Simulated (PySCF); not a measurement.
C₃H₅ClSe.
Numbering: `[CH2:1]=[C:2]([Cl:3])[Se:4][CH3:5]` (hydrogens: H6, H7 on C1; H8, H9, H10 on C5)

Structure used (PBE0-D3(BJ)/def2-SVP), in Å, numbered top down from 1:
```xyz
10
C3H5ClSe angstrom
C     -2.198    0.159    0.954
C     -1.395    0.267   -0.107
Cl    -1.792    1.349   -1.410
Se     0.138   -0.831   -0.335
C      1.385    0.526   -0.943
H     -3.143    0.704    0.999
H     -1.919   -0.489    1.787
H      1.599    1.245   -0.142
H      0.973    1.036   -1.822
H      2.305   -0.005   -1.221
```

Computed, not measured: TDDFT wB97X-D/def2-SVPD, vertical, gas phase, core orbitals frozen in the response in PySCF. The wB97X-D/def2-SVPD calculation is non-relativistic and has no spin–orbit coupling, an omission that weighs most on selenium.

Question: List the vertical singlet excitations with oscillator strengths and describe the spectrum.

Answer: 

```
state  E (eV)  λ (nm)  ν̃ (cm⁻¹)      f  |μ| (D)  main configurations (H = HOMO, L = LUMO)
   S1    4.63   267.5      37380  0.019     1.05                    H→L (76%), H→L+1 (14%)
   S2    5.39   230.2      43440  0.074     1.90                    H→L+1 (74%), H→L (17%)
   S3    5.98   207.3      48230  0.022     0.98                               H→L+2 (86%)
   S4    6.35   195.2      51240  0.037     1.24      H-1→L (38%), H→L+4 (27%), H→L+3 (8%)
   S5    6.50   190.9      52400  0.040     1.27     H→L+3 (34%), H→L+6 (18%), H-1→L (18%)
   S6    6.63   187.1      53440  0.148     2.43                  H→L+4 (56%), H-1→L (27%)
   S7    6.91   179.5      55720  0.043     1.28   H-1→L+1 (43%), H→L+3 (17%), H-2→L (16%)
   S8    7.06   175.5      56980  0.043     1.26   H-2→L (66%), H-1→L+1 (9%), H-2→L+1 (9%)
   S9    7.18   172.7      57890  0.026     0.97                  H→L+6 (42%), H→L+3 (26%)
  S10    7.30   169.9      58870  0.038     1.18                  H→L+5 (69%), H→L+6 (12%)
```

Triplets (Tamm–Dancoff): T1 3.78 eV, H→L (69%), H-1→L (16%); T2 4.47 eV, H→L+1 (50%), H-1→L (19%), H→L (11%); T3 5.38 eV, H-1→L (37%), H→L+1 (22%), H→L+2 (11%); T4 5.45 eV, H→L+2 (48%), H→L+7 (12%), H→L+1 (10%).

The lowest singlet lies at 4.63 eV (268 nm, ultraviolet) and is weak; its leading configuration is HOMO→LUMO (76%). The strongest level in the table is S6 at 6.63 eV (187 nm, f = 0.148). Löwdin shares by element: HOMO selenium 61%, carbon 31%; LUMO carbon 51% or more, selenium 23%, chlorine 9% (atoms not listed hold the other 17%). The listed states span 2.66 eV, and the widest gap between neighbours is 0.75 eV (S1 to S2). Weighted by f, the mean energy of these states is 6.45 eV. The oscillator strengths of these states sum to 0.489; summed over the whole spectrum of an exact calculation they would give the number of electrons, 74 (Thomas–Reiche–Kuhn). All these states lie below the vertical ionisation energy of 8.53 eV (ΔSCF). The window holds the lowest 10 singlets.

One conformer stands for the species.
